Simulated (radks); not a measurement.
The numbers below are computed, except where a source is named.
Q: These are the eigenvalues of the occupied orbitals of an atom or ion with whole-number occupations (hartree). Level of theory: scalar-relativistic Kohn-Sham, LDA (Slater exchange, Perdew-Wang correlation), spin-polarised, spherical densities, point nucleus (a radial shooting solver on a logarithmic mesh with Libxc functionals).

| orbital | eigenvalue |
|---|---|
| 1s | -3013.070 |
| 2s | -570.2953 |
| 2p | -499.4441 |
| 3s | -170.4021 |
| 3p | -149.8236 |
| 3d | -127.9799 |
| 4s | -69.33067 |
| 4p | -62.02827 |
| 4d | -53.60723 |

Which element is it, and in what charge state? The configuration may be excited. Open shells, if any, are filled with parallel spins first.

A: Z = 79, gold, charge +33: Au33+ in [Kr] 4d10. The list shows which subshells hold electrons but not how many an open one holds; the 1s level, -3013.1 hartree, gives Z - s = 77.6 by -(Z - s)^2/2, which with screening and relativity narrows Z to a few neighbours, and the depths of the outer levels then fix element, charge and occupations together.
